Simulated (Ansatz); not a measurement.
C3H8OSi (`OC/C=C/[SiH3]`). Total charge 0; spin multiplicity 1. The geometry is a stationary point of PBE0-D4/def2-TZVP. It is one conformer, not always the lowest.

```xyz
13

O     2.670   -0.472    0.754
C     1.671   -0.893   -0.154
C     0.311   -0.424    0.249
C    -0.520    0.263   -0.534
Si   -2.205    0.826    0.008
H     2.641    0.488    0.798
H     1.708   -1.987   -0.140
H     1.892   -0.568   -1.180
H     0.027   -0.671    1.271
H    -0.184    0.494   -1.546
H    -2.328    2.305   -0.103
H    -3.265    0.223   -0.845
H    -2.419    0.418    1.421
```

(1) What is the dipole moment at B3LYP/def2-TZVPP? (Estimate.)

(2) And with PBE, r2SCAN, ωB97M-V? (Best estimate.)

(3) Give the Mulliken charges with B3LYP, PBE, ωB97M-V in def2-TZVPP. (Estimate.)

Answers

(1) Ansatz gave: 1.03 D, with components (-0.20, 0.61, -0.81) D in this frame, pointing from negative to positive charge.

(2) Ansatz gave: PBE 0.94 D, r2SCAN 0.97 D, ωB97M-V 1.04 D.

(3) Computed: 
```
atom  B3LYP    PBE  ωB97M-V
  O1  -0.34  -0.30    -0.32
  C2   0.10   0.08     0.04
  C3  -0.16  -0.15    -0.15
  C4  -0.20  -0.15    -0.24
 Si5   0.31   0.23     0.22
  H6   0.18   0.18     0.17
  H7   0.08   0.07     0.09
  H8   0.06   0.06     0.08
  H9   0.11   0.09     0.12
 H10   0.08   0.06     0.09
 H11  -0.07  -0.06    -0.03
 H12  -0.07  -0.06    -0.03
 H13  -0.07  -0.06    -0.03
```

B3LYP here is the variant with VWN-RPA as its local correlation; programs differ in this.
